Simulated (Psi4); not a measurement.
C₄H₉O₂, doublet, geometry from GFN2-xTB; CCSD/STO-3G run with Psi4.

Psi4 was given this input:
```
memory 2 GB

molecule {
0 2
C     2.77665086    0.36707987   -0.36741398
O     1.48404089    0.59626067   -0.00898571
C     0.79265986   -0.50133145    0.53286416
C    -0.67553091   -0.12856163    0.70659177
O    -1.34980012   -0.35924637   -0.50587503
C    -2.68826857    0.06159436   -0.48012240
H     3.28799376   -0.49988360    0.01013616
H     3.30837259    1.25198531   -0.65175762
H     1.22965214   -0.77247067    1.50583187
H     0.86002529   -1.36689995   -0.13892640
H    -0.74368447    0.93182852    0.99097054
H    -1.12315578   -0.73615109    1.50953134
H    -3.25728402   -0.46832197    0.29485327
H    -3.10500220   -0.16913098   -1.45802687
H    -2.76391114    1.14024317   -0.29524372
}

set {
  basis sto-3g
  reference uhf
  puream true
}

energy('ccsd')
print_variables()
```

What the program printed (banner, timings and long lists left out):

```
   => Loading Basis Set <=

    Name: STO-3G
    Role: ORBITAL
    Keyword: BASIS

         ---------------------------------------------------------
                                   SCF
               by Justin Turney, Rob Parrish, Andy Simmonett
                          and Daniel G. A. Smith
                              UHF Reference
         ---------------------------------------------------------

  ==> Geometry <==

    Molecular point group: c1
    Full point group: C1

    Geometry (in Angstrom), charge = 0, multiplicity = 2:

       Center              X                  Y                   Z               Mass
    ------------   -----------------  -----------------  -----------------  -----------------
         C            2.750957486276     0.359419818458    -0.347754023934    12.000000000000
         O            1.458347516276     0.588600618458     0.010674246066    15.994914619570
         C            0.766966486276    -0.508991501542     0.552524116066    12.000000000000
         C           -0.701224283724    -0.136221681542     0.726251726066    12.000000000000
         O           -1.375493493724    -0.366906421542    -0.486215073934    15.994914619570
         C           -2.713961943724     0.053934308458    -0.460462443934    12.000000000000
         H            3.262300386276    -0.507543651542     0.029796116066     1.007825032230
         H            3.282679216276     1.244325258458    -0.632097663934     1.007825032230
         H            1.203958766276    -0.780130721542     1.525491826066     1.007825032230
         H            0.834331916276    -1.374560001542    -0.119266443934     1.007825032230
         H           -0.769377843724     0.924168468458     1.010630496066     1.007825032230
         H           -1.148849153724    -0.743811141542     1.529191296066     1.007825032230
         H           -3.282977393724    -0.475982021542     0.314513226066     1.007825032230
         H           -3.130695573724    -0.176791031542    -1.438366913934     1.007825032230
         H           -2.789604513724     1.132583118458    -0.275583763934     1.007825032230

  Running in c1 symmetry.

  Rotational constants: A =      0.39429  B =      0.05151  C =      0.04907 [cm^-1]
  Rotational constants: A =  11820.63795  B =   1544.16455  C =   1470.99659 [MHz]
  Nuclear repulsion =  247.039224257346945

  Charge       = 0
  Multiplicity = 2
  Electrons    = 49
  Nalpha       = 25
  Nbeta        = 24

  ==> Algorithm <==

  SCF Algorithm Type is PK.
  DIIS enabled.
  MOM disabled.
  Fractional occupation disabled.
  Guess Type is SAD.
  Energy threshold   = 1.00e-08
  Density threshold  = 1.00e-08
  Integral threshold = 1.00e-12

  ==> Primary Basis <==

  Basis Set: STO-3G
    Blend: STO-3G
    Number of shells: 27
    Number of basis functions: 39
    Number of Cartesian functions: 39
    Spherical Harmonics?: true
    Max angular momentum: 1

  ==> Integral Setup <==

  Using in-core PK algorithm.
   Calculation information:
      Number of atoms:                  15
      Number of AO shells:              27
      Number of primitives:             81
      Number of atomic orbitals:        39
      Number of basis functions:        39

      Integral cutoff                 1.00e-12
      Number of threads:                 1

  Performing in-core PK
  Using 609180 doubles for integral storage.
  We computed 63869 shell quartets total.
  Whereas there are 71631 unique shell quartets.

  ==> DiskJK: Disk-Based J/K Matrices <==

    J tasked:                  Yes
    K tasked:                  Yes
    wK tasked:                  No
    Schwarz Cutoff:          1E-12

  Minimum eigenvalue in the overlap matrix is 2.1630247201E-01.
  Reciprocal condition number of the overlap matrix is 8.9981884815E-02.
    Using symmetric orthogonalization.

  ==> Pre-Iterations <==

  SCF Guess: Superposition of Atomic Densities via on-the-fly atomic UHF (no occupation information).

   -------------------------
[...]
  @UHF Final Energy:  -302.48492844079038
    Total Energy =                       -302.4849284407903838
[...]
    10        -0.345297535524195    1.385e-05    0.014651    0.000000    0.000000    0.000000
    11        -0.345297471255926    4.013e-06    0.014651    0.000000    0.000000    0.000000
    12        -0.345297459142845    1.781e-06    0.014651    0.000000    0.000000    0.000000
    13        -0.345297550666396    8.315e-07    0.014651    0.000000    0.000000    0.000000
    14        -0.345297603344720    3.672e-07    0.014651    0.000000    0.000000    0.000000
    15        -0.345297613599350    1.509e-07    0.014651    0.000000    0.000000    0.000000
    16        -0.345297609260277    6.881e-08    0.014651    0.000000    0.000000    0.000000

    Iterations converged.

    Largest TIA Amplitudes:
             23   6        -0.0109976776
             22   0         0.0101546315
             21   4         0.0083456001
             21   1         0.0080833571
             23   9         0.0071271545
             24   7         0.0066332817
             23   7         0.0066298007
             22   5        -0.0065879371
             23  10        -0.0065452213
             24   0        -0.0062897409

    Largest Tia Amplitudes:
             22   0         0.0819667903
             17   0         0.0185582828
             13   0         0.0135747479
             23   6         0.0122284941
             21   1         0.0118329357
             16   0        -0.0107585314
             20   0         0.0099979009
             20   2         0.0097075211
             23  10        -0.0094849940
             22   8        -0.0074140011

    Largest TIJAB Amplitudes:
     23  17   6   3         0.0047572069
     21  15  13  10        -0.0042461940
     23  17  12   6         0.0035831833
     21  15  13   4        -0.0035733273
     22  13   5   3        -0.0035662033
     21  15  10   2         0.0033876128
     23  22   6   0         0.0033802456
     19  13  11   2         0.0033703841
     22  17  12   4         0.0033608045
     21  18  10   2        -0.0033602076

    Largest Tijab Amplitudes:
     22  15  14   0        -0.0146102182
     22  20  12   0         0.0122614972
     22  18  12   0         0.0113783278
     22  21  12   0         0.0112773225
     22  16  12   0        -0.0104335306
     22  18  14   0         0.0101224859
     22  15  12   0        -0.0098603078
     22  20   2   0         0.0092180903
     22  12  14   0        -0.0087418343
     22  15  10   0         0.0083241422

    Largest TIjAb Amplitudes:
     19  19   2   3        -0.0254761382
     24  11   2   0        -0.0198858600
     24  11   4   0        -0.0196672290
     17  17   3   4        -0.0191191274
     15  22  13   0         0.0183722059
     18  18   6   6         0.0168923396
     14  19   2   3        -0.0150413517
     22  21  12  13        -0.0150038629
     17  19   3   4        -0.0149427154
     18  15   6   6         0.0148989452

    SCF energy       (wfn)                    = -302.484928440790384
    Reference energy (file100)                = -302.484928440791691

    Opposite-spin MP2 correlation energy      =   -0.228730234720013
    Same-spin MP2 correlation energy          =   -0.033107573886854
    Singles MP2 correlation energy            =   -0.000000000000000
    MP2 correlation energy                    =   -0.261837808606868
      * MP2 total energy                      = -302.746766249398547

    Opposite-spin CCSD correlation energy     =   -0.314045511693996
    Same-spin CCSD correlation energy         =   -0.031252097566281
    Singles CCSD correlation energy           =    0.000000000000000
    CCSD correlation energy                   =   -0.345297609260277
      * CCSD total energy                     = -302.830226050051976

  Variable Map:
  ----------------------------------------------------------------------------
[...]
  Array Variable Map:
  ----------------------------------------------------------------------------
[...]
[...]
```
